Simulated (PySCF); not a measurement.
Computed with B3LYP-D3(BJ)/def2-TZVP (PySCF 2.14.0). Isolated molecules, 0 K electronic values unless said otherwise. One relaxed conformer stands for a flexible species; it need not be the lowest. B3LYP has the VWN-RPA correlation part, as in Gaussian. Delta-SCF ions had no search for a lower state. Excitations are Tamm–Dancoff values on a coarser integration grid. The basis has no diffuse functions, so Rydberg states are missing or too high.

Reference species (SMILES): `[C@H]1(O)[SiH2]C1` (H–O–C–Si torsion 142°) (neutral, multiplicity 1).

- brightest of the four lowest singlets (TDA): 6.12 eV
- vertical ionisation energy (Delta-SCF): 9.00 eV
- HOMO–LUMO gap: 6.61 eV

Changed species: `O[SiH]1CC1` (H–O–Si–C torsion 31°).

**Question.** What does the change do to the brightest of the four lowest singlets (TDA), vertical ionisation energy (Delta-SCF) and HOMO–LUMO gap?

**Answer.** the brightest of the four lowest singlets (TDA) goes up by 0.66 eV, to 6.78 eV; the vertical ionisation energy (Delta-SCF) hardly moves; the HOMO–LUMO gap rises by 0.16 eV, to 6.77 eV.
